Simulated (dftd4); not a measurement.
Cl$_{2}$Ge, triplet, at a GFN2-xTB geometry (the spin is typed, not shown lowest); D4 for blyp (dftd4).

Input for dftd4:
```
$ dftd4 mol.xyz --func blyp --charge 0 --json dftd4.json --noedisp --grad

# file mol.xyz
3

Ge    -0.00036912    -0.00859543     0.64162331
Cl     1.14359709     1.44226847    -0.58401026
Cl    -1.14290229    -1.42608884    -0.62375126
```

What the program printed (banner, timings and long lists left out):

```
                    ____  _____ _____     ____  _  _
      -------------|  _ \|  ___|_   _|---|  _ \| || |------------
     |             | | | | |_    | | ___ | | | | || |_           |
     |             | |_| |  _|   | ||___|| |_| |__   _|          |
     |             |____/|_|     |_|     |____/   |_|            |
     |             ===================================           |
     |            E. Caldeweyher, S. Ehlert & S. Grimme          |
     |          Mulliken Center for Theoretical Chemistry        |
     |                    University of Bonn                     |
      -----------------------------------------------------------

Rational (Becke-Johnson) damping: blyp-D4-ATM
---------------------
  s6         1.0000
  s8         2.3408
  s9         1.0000
  a1         0.4449
  a2         4.0933
 alp        16.0000
--------------------

Dispersion energy:      -7.2544751454992E-03 Eh

Gradient norm:           1.0797937682712E-03 Eh/a0
--------------------------------------------------
     #    Z           dE/dx      dE/dy      dE/dz
--------------------------------------------------
     1   32 Ge   -4.145E-08 -9.653E-07  7.206E-05
     2   17 Cl    4.743E-04  5.955E-04 -2.779E-05
     3   17 Cl   -4.743E-04 -5.945E-04 -4.427E-05
--------------------------------------------------

Virial:
--------------------------------------------------
      component           x          y          z
--------------------------------------------------
          x       2.049E-03  2.571E-03  3.552E-05
          y       2.571E-03  3.225E-03  4.241E-05
          z       3.552E-05  4.241E-05  1.702E-04
--------------------------------------------------

[Info] Dispersion results written to 'dftd4.txt'
[Info] JSON dump of results written to 'dftd4.json'
```
